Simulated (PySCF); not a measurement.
# Ionisation energy of Ba⁵²⁺ by level of theory

Ba⁵²⁺ [He] 2s2 (1S) → Ba⁵³⁺ [He] 2s1 (2S), as a difference of total energies. All numbers are calculated (PySCF 2.14, the non-relativistic Hamiltonian (point nucleus), in an uncontracted even-tempered set (17 s from 29 bohr⁻², ratio 2.2; 8 p from 44 bohr⁻², ratio 2.4; 5 d from 130 bohr⁻², ratio 2.4; 5 f from 200 bohr⁻², ratio 2.4; 4 g from 290 bohr⁻², ratio 2.4)). Correlated levels: nothing frozen; virtual orbitals above 40 to 60 times the deepest correlated orbital energy dropped. The calculations carry no spin-orbit coupling.

```
                 method  ionisation energy (eV)  difference from reference (eV)
                    UHF                  9843.8                          -532.2
                    LDA                  9839.3                          -536.7
                    PBE                  9849.5                          -526.5
                   PBE0                  9848.5                          -527.5
                 r2SCAN                  9841.8                          -534.2
                 PBEsol                  9844.1                          -531.9
                r2SCAN0                  9842.7                          -533.3
    MP2 (all electrons)                  9853.5                          -522.5
SCS-MP2 (all electrons)                  9855.4                          -520.6
```

Reference: 10376 ± 4 eV (theoretical estimate listed by NIST; NIST Atomic Spectra Database, ionization energies).

The gap to the reference is mostly relativistic.
